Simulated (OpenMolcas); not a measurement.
**Lines of Mo3+: computed and rescaled rates**

- Program: OpenMolcas 26.06
- Method: MS-CASPT2, IPEA 0.25 Eh, imaginary shift 0.1 Eh (closed shells correlated: 4s 4p)
- Basis: ANO-RCC-VTZP [7s6p4d2f1g]
- Scalar Hamiltonian: DKH2, point nucleus
- Active space: 3 electrons in 5 orbitals (4d)
- State averaging: 2S+1 = 4 even, 10 roots; 2S+1 = 2 even, 40 roots kept (CI in the orbitals of an earlier block)
- Spin-orbit coupling: state interaction with AMFI integrals over the reference wave functions, term energies averaged over their components

Rates come from the transition moments of the reference wave functions (E1 and E2 in the length form). At fixed line strength A goes as λ^-3 for E1 and M1 and as λ^-5 for E2, so a rate at the computed wavelength can be rescaled to the measured one. Measured vacuum wavelengths follow from level energies in Sugar and Musgrove, J. Phys. Chem. Ref. Data 17, 155 (1988). Branching counts decays inside the model space alone, at computed energies, and the table is only a selection of the E2 and M1 lines, drawn from those between levels with measured partners whose computed energy lies within a factor of 1.5 of the measured one.

```csv
Upper,Lower,Type,λ computed (nm),λ measured (nm),A computed (s-1),A rescaled (s-1),Branching %
4d3 4F 5/2,4d3 4F 3/2,M1,13150,12850,1.89e-02,2.03e-02,100.0
4d3 4F 7/2,4d3 4F 5/2,M1,10420,10190,3.81e-02,4.07e-02,100.0
4d3 4F 9/2,4d3 4F 7/2,M1,9186,9051,3.46e-02,3.62e-02,100.0
4d3 4P 5/2,4d3 4P 3/2,M1,7991,7804,2.72e-02,2.92e-02,35.6
4d3 2H 9/2,4d3 2G 9/2,M1,2526,2714,1.83e-01,,45.6
4d3 2P 1/2,4d3 4P 1/2,M1,2525,2494,3.18e-01,,94.0
4d3 2H 11/2,4d3 2G 9/2,M1,2294,2471,1.22e-01,,95.1
4d3 2H 9/2,4d3 2G 7/2,M1,2120,2265,1.52e-01,,37.7
4d3 4P 5/2,4d3 4F 9/2,E2,1093,1143,2.10e-02,1.68e-02,27.5
4d3 2G 9/2,4d3 4F 9/2,M1,1009,1059,4.88e-01,,67.0
4d3 4P 1/2,4d3 4F 5/2,E2,1003,1046,1.65e-02,1.34e-02,29.3
4d3 2G 7/2,4d3 4F 7/2,M1,976,1018,2.23e-01,,46.5
4d3 4P 3/2,4d3 4F 3/2,M1,934,968,2.97e-02,,36.4
4d3 4P 1/2,4d3 4F 3/2,E2,932.3,967.3,3.78e-02,3.14e-02,67.2
4d3 2G 9/2,4d3 4F 7/2,M1,908.8,947.8,2.35e-01,,32.3
4d3 2G 7/2,4d3 4F 5/2,M1,892.4,925.7,2.48e-01,,51.6
4d3 2F 7/2,4d3 2G 7/2,M1,729.7,757.2,2.19e-01,,29.9
4d3 2F 5/2,4d3 2G 7/2,M1,712.6,739.7,1.34e-01,,23.4
4d3 2D 5/2(1),4d3 4F 7/2,M1,636.5,664.5,9.42e-01,,72.9
4d3 2D 3/2(1) [59 %],4d3 4F 5/2,M1,595.6,612.4,7.02e-01,,45.8
4d3 2D 3/2(1) [59 %],4d3 4F 3/2,M1,569.7,584.5,3.68e-01,,24.0
4d3 2F 7/2,4d3 4F 9/2,M1,437.4,456.2,2.20e-01,,30.0
4d3 2F 5/2,4d3 4F 3/2,M1,384.6,398.4,1.90e-01,,33.2
4d3 2D 5/2(2),4d3 2G 9/2,E2,359.2,375.8,4.77e+00,3.81e+00,40.5
4d3 2D 3/2(2),4d3 2G 7/2,E2,344.6,361.7,6.92e+00,5.43e+00,56.2
```

Spin-changing lines and M1 lines between different terms are not rescaled, since their strength hangs on the term gaps too.

The largest correction is for 4d3 2D 3/2(2) → 4d3 2G 7/2 (E2): 6.92e+00 × (344.6 / 361.7)^5 = 5.43e+00 s-1, a factor of 0.78.

The computed rate and branching of 4d3 4F 5/2 → 4d3 4F 3/2 give the upper level a radiative lifetime of 1.000 / 1.89e-02 s-1 = 5.29e+01 s, counting decays inside the model space alone. The rescaled rate gives about 4.9e+01 s.

The computed order of these levels differs from the measured one in 1 place, and where term gaps are wrong the rates of spin-changing lines can be off by large factors.

These are rates of the free ion; in crystals, glasses and complexes forced electric-dipole and non-radiative decay shorten such lifetimes by orders of magnitude. No measured rate stands beside these. Rescaling mends the energy factor alone: line strengths can still be far off where a level mixes with configurations outside the active space, and weak or spin-changing lines hang on small mixing coefficients that depend on the term gaps too, so rescaling need not improve them.

CASPT2 does not keep the components of a term degenerate, so their means are used; among the terms shown or strongly mixed into the levels shown the widest spread is 830 cm-1 (4d3 4F). Terms from blocks run as CI alone lack orbitals of their own. The CASPT2 spread within a term exceeds the gap to the next term for 4d3 2H and 4d3 2D(1), so the order of their levels is uncertain. Computed and measured levels are paired by configuration, term and J; levels that our copy of the source lacks, or whose pairing is in doubt (as where it misses far off the trend of its configuration), stay unpaired. Only configurations of the active space appear.

A share in square brackets marks a mixed level and gives the weight of the term that names it. A number in round brackets counts repeated terms of one configuration in the order of the reference energies.
